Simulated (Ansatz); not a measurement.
Harmonic frequencies (cm⁻¹) at PBE0-D4/def2-TZVP from Ansatz: 168, 207, 228, 326, 510, 610, 703, 728, 754, 890, 941, 1517, 2100, 2701, 3884.

Each molecule was computed in one conformer, which needn't be the lowest.

Question: Which molecule is it?
A. `[NH2][Al]([F])[PH2]`
B. `O/C=C(\O)F`
C. `[OH][GeH]1[BH][O]1`
D. `CSP`

Answer: C.
